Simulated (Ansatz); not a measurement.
Reaction (hydrogenolysis of the Si–Si bond): `F[Si](F)(Cl)[SiH2]Cl` + H₂ → `F[SiH](F)Cl` + `[SiH3]Cl`

Calculated with Ansatz (gas phase, PBE0-D4/def2-TZVP geometries, no zero-point term in ΔE). CCSD(T)/CBS is the MP2 limit (def2-TZVPP, def2-QZVPP) plus CCSD(T) − MP2 in def2-TZVPP, frozen cores. This one scheme is used for every species. DFT in def2-TZVPP. One conformer a species, not always the lowest.

CCSD(T)/CBS gives -33.4 kJ/mol.

(1) Another level gave -13.1 kJ/mol. Which?
A. PBE-D4/def2-TZVPP
B. r2SCAN0-D4/def2-TZVPP
C. MP2/def2-TZVPP
D. BLYP-D4/def2-TZVPP

Largest T1 diagnostic among the species: 0.011.

Results:

(1) A. PBE-D4 -13.1, MP2/def2-TZVPP -38.0, BLYP-D4 -18.7, r2SCAN0-D4 -31.0 kJ/mol.

From PBE to PBE0 (25 % exact exchange), in def2-TZVPP and without D4, ΔE moves by −8.3 kJ/mol. Leaving LDA and LC-ωPBE aside and taking each functional with its dispersion term where it has one, the values, not all of them listed here, spread over 32.3 kJ/mol, from B2PLYP to revPBE-D4.
